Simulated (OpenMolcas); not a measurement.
**Rh4+: effect of the basis set**

| Property | Result |
| --- | --- |
| Program | OpenMolcas 26.06 |
| Method | MS-CASPT2, IPEA 0.25 Eh, imaginary shift 0.1 Eh (closed shells correlated: 4s 4p) |
| Active space | 5 electrons in 5 orbitals (4d) |
| State averaging | 2S+1 = 6 even, 1 root; 2S+1 = 4 even, 24 roots; 2S+1 = 2 even, 75 roots |
| Spin-orbit coupling | state interaction with AMFI integrals over the reference wave functions, term energies averaged over their components |

A. ANO-R1 [6s4p3d1f], X2C, finite nucleus; CASPT2 step roughly 11 core-seconds
B. ANO-RCC-VDZP [6s5p3d1f], DKH2, point nucleus; CASPT2 step of the order of 11 core-seconds
C. ANO-R2 [7s5p4d2f1g], X2C, finite nucleus; CASPT2 step of the order of 25 core-seconds
D. ANO-RCC-VTZP [7s6p4d2f1g], DKH2, point nucleus; CASPT2 step of the order of 16 core-seconds
E. ANO-R3 [8s6p5d3f2g1h], X2C, finite nucleus; CASPT2 step of the order of 2.3 core-minutes
F. ANO-RCC-VQZP [8s7p5d3f2g1h], DKH2, point nucleus; CASPT2 step of the order of 70 core-seconds

Energies in eV above 4d5 6S 5/2.

```
               Level       A       B       C       D       E       F
          4d5 6S 5/2  0.0000  0.0000  0.0000  0.0000  0.0000  0.0000
          4d5 4G 5/2   3.416   3.445   3.297   3.281   3.224   3.229
          4d5 4G 7/2   3.472   3.499   3.341   3.326   3.270   3.274
         4d5 4G 11/2   3.490   3.517   3.356   3.341   3.285   3.289
          4d5 4G 9/2   3.503   3.530   3.367   3.353   3.296   3.300
   4d5 4P 5/2 [53 %]   3.659   3.695   3.610   3.591   3.541   3.549
   4d5 4P 3/2 [56 %]   3.738   3.775   3.686   3.667   3.619   3.626
   4d5 4P 1/2 [68 %]   3.846   3.883   3.804   3.785   3.737   3.743
          4d5 4D 7/2   4.125   4.161   3.963   3.947   3.898   3.903
   4d5 4D 1/2 [68 %]   4.256   4.292   4.113   4.098   4.049   4.053
   4d5 4D 5/2 [57 %]   4.318   4.355   4.192   4.176   4.126   4.130
   4d5 4D 3/2 [56 %]   4.331   4.367   4.203   4.187   4.138   4.141
         4d5 2I 11/2   5.071   5.111   4.904   4.883   4.784   4.788
         4d5 2I 13/2   5.178   5.217   4.995   4.975   4.876   4.878
4d5 2D 3/2(1) [54 %]   5.392   5.441   5.293   5.270   5.202   5.208
   4d5 4F 7/2 [51 %]   5.561   5.610   5.420   5.398   5.330   5.334
          4d5 4F 9/2   5.590   5.637   5.417   5.399   5.331   5.335
          4d5 4F 5/2   5.699   5.746   5.533   5.515   5.451   5.453
4d5 2F 7/2(1) [57 %]   5.818   5.867   5.704   5.680   5.609   5.610
   4d5 4F 3/2 [54 %]   5.890   5.937   5.738   5.719   5.652   5.654
       4d5 2G 7/2(1)   6.277   6.328   6.056   6.034   5.952   5.957
         4d5 2H 11/2   6.368   6.414   6.221   6.196   6.103   6.106
4d5 2F 5/2(2) [72 %]   6.645   6.694   6.415   6.385   6.311   6.318
       4d5 2F 7/2(2)   6.663   6.712   6.417   6.386   6.312   6.320
```

Among A to F the level of the table that moves most is 4d5 2F 7/2(2), by 3200 cm-1 (lowest in E, highest in B). Moves below CASPT2's spread within the term are not significant.

CASPT2 breaks the degeneracy within a term, and the mean is taken; among the terms shown or strongly mixed into the levels shown the widest spread is 780 cm-1 (4d5 4F, F). Blocks of more than 70 roots (2S+1 = 2 even) ran without multistate coupling. The CASPT2 spread within a term exceeds the gap to the next term for 4d5 4F and 4d5 2F(1), so the order of their levels is uncertain, and so are names and mixing where such terms share a J (figures for A; the like holds for B, C, D, E, F). The basis is small and was not contracted for so high a charge (holds for A; B). Only configurations of the active space appear. Levels that lie high or do not pair safely by name in every column are left out.

A share in square brackets marks a mixed level and gives the weight of the term that names it, the lowest over the columns. A number in round brackets counts repeated terms of one configuration in the order of the reference energies.
